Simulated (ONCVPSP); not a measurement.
Transferability test, ONCV potential for Ge (Z = 32)

germanium, optimised norm-conserving Vanderbilt (ONCV), made with ONCVPSP 4.0.1 (PBEsol, non-relativistic). Core [Ne], reference 3s2 3p6 3d10 4s2 4p1 (charge +1). Waves: 3s+4s: rc 1.15 bohr, ncon 4, nbas 8, qcut 13.4 1/bohr, 2 projectors; 3p+4p: rc 1.10 bohr, ncon 3, nbas 7, qcut 10.6 1/bohr, 3 projectors, debl 1.8 Ha; 3d: rc 0.80 bohr, ncon 4, nbas 8, qcut 17.4 1/bohr, 2 projectors, debl 1.9 Ha. Local part: polynomial inside 0.65 bohr (lpopt 5, dvloc0 0 Ha). Core correction: none.

Energies are relative to the spin-unpolarised reference configuration 3s2 3p6 3d10 4s2 4p1; without spin polarisation the order of configurations can differ from experiment.

Q: Give the all-electron excitation energy and the error of the potential for: 3s2 3p6 3d10 4s2 4p2; 3s2 3p6 3d10 4s2 4p0; 3s2 3p6 3d10 4s1 4p0; 3s2 3p6 3d10 4s2 4p1.5.

A:

| valence configuration | charge | ΔE all-electron (eV) | error AE − PS (meV) |
| --- | --- | --- | --- |
| 3s2 3p6 3d10 4s2 4p2 | 0 | -7.486 | 0.0 |
| 3s2 3p6 3d10 4s2 4p0 | +2 | 15.461 | +0.2 |
| 3s2 3p6 3d10 4s1 4p0 | +3 | 49.701 | +0.8 |
| 3s2 3p6 3d10 4s2 4p1.5 | +0.5 | -4.663 | 0.0 |

Levels in the configuration 3s2 3p6 3d10 4s1 4p0:

| level | all-electron (eV) | pseudo (eV) |
| --- | --- | --- |
| 3s | -196.418 | -196.411 |
| 3p | -147.999 | -147.995 |
| 3d | -63.769 | -63.779 |
| 4s | -39.748 | -39.746 |
